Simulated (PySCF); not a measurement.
Dipole moment (D) of eight silicon and germanium compounds: PBE beside ωB97X, computed with PySCF for isolated molecules in the bases named; differences from unrounded values. The eight are the first of their class met in an unordered collection, after screening for sound electronic states; none was chosen by its value, except that the dipole had to exceed 0.05 D. Each molecule has one DFT geometry for both levels.

```
molecule                                                 basis  ωB97X   PBE  difference
---------------------------------------------------  ---------  -----  ----  ----------
C₂H₇NSi₂, SMILES N[SiH2]C#C[SiH3]                    def2-TZVP   1.30  1.35        0.05
CH₉NSi₂, SMILES CN([SiH3])[SiH3]                     def2-TZVP   0.86  0.87        0.01
Si(OH)3(PH2) (H₅O₃PSi), SMILES P[Si](O)(O)O          def2-TZVP   1.42  1.39       -0.03
C3H9FSi2, SMILES F[C@]1([C@H]([SiH3])C1)[SiH3]       def2-TZVP   1.18  1.06       -0.12
C3H11NSi2, SMILES [SiH3][C@@H]1CCN1[SiH3]            def2-TZVP   1.47  1.45       -0.02
C2H7Cl2NSi, SMILES Cl[SiH]([C@@H](N)C)Cl             def2-TZVP   3.07  2.88       -0.19
Si(F)2(OMe)(SH) (CH₄F₂OSSi), SMILES [Si](OC)(F)(S)F  def2-TZVP   2.86  2.69       -0.17
C2H9NOSi2, SMILES CN1C[Si@@H](O)[SiH2]1              def2-TZVP   1.56  1.55       -0.01
```

PBE lies below ωB97X in 6 and above it in 2 of the eight; the mean signed difference is -0.06 and the largest -0.19 D.
